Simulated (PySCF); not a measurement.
The free ion Zr+ in its d3 configuration. Only this configuration is treated; at so low a charge one with s electrons may lie lower or mix in.

Method (PySCF 2.14, density fitting): CASSCF(3,5) with orbitals averaged over all microstates of the shell, strongly contracted NEVPT2 on the averaged canonical orbitals; basis x2c-TZVPall; spin-free X2C; gas phase; spin-orbit coupling by state interaction with the mean-field operator over all roots.

CASSCF energies above the lowest CASSCF root:

```
state  CASSCF / cm⁻¹
   4F              0
   4P           8548
   2G           8888
   2P          11738
   2H          11738
   2D          12814
   2F          20285
   2D          32010
```

Question: How does dynamic correlation (SC-NEVPT2) move these states?

Answer: 
```json
{"state": "4F", "NEVPT2 / cm⁻¹": "0", "shift / cm⁻¹": "0"}
{"state": "4P", "NEVPT2 / cm⁻¹": "7289", "shift / cm⁻¹": "-1259"}
{"state": "2G", "NEVPT2 / cm⁻¹": "7561", "shift / cm⁻¹": "-1328"}
{"state": "2P", "NEVPT2 / cm⁻¹": "8477", "shift / cm⁻¹": "-3261"}
{"state": "2H", "NEVPT2 / cm⁻¹": "10580", "shift / cm⁻¹": "-1158"}
{"state": "2D", "NEVPT2 / cm⁻¹": "10280", "shift / cm⁻¹": "-2534"}
{"state": "2F", "NEVPT2 / cm⁻¹": "16958", "shift / cm⁻¹": "-3327"}
{"state": "2D", "NEVPT2 / cm⁻¹": "26814", "shift / cm⁻¹": "-5197"}
```

In the ligand-field fit B goes from 570 to 484 cm⁻¹, C goes from 2203 to 1828 cm⁻¹.
